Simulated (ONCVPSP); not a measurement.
Transferability test, ONCV potential for iron (Fe)

ONCVPSP 4.0.1 input, shortened (lines: element, Z, core and valence counts, functional; n l f; lmax; l rc ep ncon nbas qcut; lloc lpopt rc5 dvloc0; l nproj debl; icmod fcfact rcfact), LDA (Perdew-Wang 92), scalar-relativistic:

```
  Fe 26.00    3    4  -001012      upf
    1    0    2.00
    2    0    2.00
    2    1    6.00
    3    0    2.00
    3    1    6.00
    3    2    6.00
    4    0    2.00
    2
    0    1.35    0.00    4    9   10.30
    1    1.00    0.00    3    6   17.50
    2    1.90    0.00    4    8    7.20
    4    5    0.70    0.00
    0    2    2.40
    1    2    1.40
    2    2    3.50
    3    6.00    1.30
```

In the p channel the program set the typed energies aside and used -2.202, 0.250 Ha.

Energies are relative to the spin-unpolarised reference configuration 3s2 3p6 3d6 4s2; without spin polarisation the order of configurations can differ from experiment.

| valence configuration | charge | ΔE all-electron (eV) | error AE − PS (meV) |
| --- | --- | --- | --- |
| 3s2 3p6 3d6 4s1 | +1 | 8.974 | +2.6 |
| 3s1 3p6 3d6 4s2 | +1 | 101.399 | -675 |

Problem. What are ΔE and the potential's error for 3s2 3p6 3d5 4s0?

Solution. ΔE = 59.993 eV all-electron; the error (AE − PS) is +137 meV.

Problem. What are ΔE and the potential's error for 3s2 3p6 3d6 4s0?

Solution. ΔE = 25.459 eV all-electron; the error (AE − PS) is +15 meV.
